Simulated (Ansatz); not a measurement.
Species: AlP, charge 0, triplet. AlP (SMILES [Al]=[P], triplet).
B3LYP-D3(BJ)/def2-TZVP minimum from Ansatz (an electronic-structure program):
```
Al
P 1 2.2229
```
Charge 0, spin multiplicity 3.

Hartree-Fock and MP2 correlation energies in hartree (Ansatz). Radicals and triplets start from unrestricted determinants; spin-orbit coupling is neglected. Cores are frozen in correlated methods. No relativity. The UHF reference of AlP ([Al]=[P], triplet) is spin-contaminated (<S^2> up to 0.08 over the pure value in the sets run). The determinant of AlP ([Al]=[P], triplet) is a saddle point of the SCF energy; a lower one exists, which strains HF and MP2.

| basis | X | E(HF) | E(corr, MP2) |
|---|---|---|---|
| cc-pV(T+d)Z | 3 | -582.62179 | -0.16300 |
| cc-pV(Q+d)Z | 4 | -582.62637 | -0.17517 |
| cc-pV(5+d)Z | 5 | -582.62721 | withheld |

Q: Fit E(corr) = E∞ + A/X³ to X = 3 and 4, predict X = 5, and compare with the run.

A: A = (-0.16300 - (-0.17517))/(1/27 - 1/64) = 0.5684; E∞ = -0.17517 - A/64 = -0.18405; at X = 5, E∞ + A/125 = -0.17950. The run gave -0.18087, 1.37 mEh below the prediction. The same form on X = 4 and 5 gives E∞ = -0.18685, 2.80 mEh below the first estimate.
